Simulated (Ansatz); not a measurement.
Born–Oppenheimer molecular dynamics of BClH₅NO (9 atoms, charge 0, multiplicity 1). It starts at the highest image of a converged band, a first-order saddle point between two minima.

These are results of Ansatz, RHF/def2-SVP, not measurements.

```json
{
  "ensemble": "NVE (velocity Verlet)",
  "time step": "0.5 fs",
  "steps asked": "200",
  "starting velocities drawn for": "100 K",
  "seed": "4629"
}
```

First frame:

```xyz
9
Properties=species:S:1:pos:R:3
B 0.154 0.446 -0.211
Cl -0.480 -0.333 2.564
O 1.364 -0.018 -0.496
H 1.398 -0.837 -0.966
H -0.872 0.075 -0.681
N 0.144 1.668 0.682
H 1.041 2.120 0.770
H -0.585 2.337 0.496
H -0.097 1.119 1.627
```

Problem. How far do the bonds stretch over the last three quarters of this one trajectory? (Pairs bonded in most of those frames.)

Solution. 
```csv
bond,mean (Å),spread (Å),shortest,longest
B1–O3,1.351,0.011,1.33,1.37
B1–H5,1.202,0.018,1.18,1.24
B1–N6,1.426,0.027,1.39,1.49
Cl2–H9,1.332,0.120,1.17,1.65
O3–H4,0.943,0.010,0.93,0.96
N6–H7,1.003,0.013,0.98,1.03
N6–H8,1.000,0.009,0.98,1.02
```

Mean temperature of the second half: 699 K. The conserved energy stayed within 0.43 meV per atom of its start (net change 0.19 meV per atom), so the integration is sound. The kinetic energy rose, since the run started high on the potential surface and went downhill. It ends in pieces (BH4NO + ClH), so much of that is their flight and rotation, not heat. A run of 0.1 ps of so small a system gives no equilibrium averages. The orbitals stay closed-shell, which can raise the energy where a bond breaks towards radicals; this wasn't checked here.

The run took 3.2 min on 1 thread of Arm Neoverse V2, with other jobs on the host, peak memory 0.14 GiB.
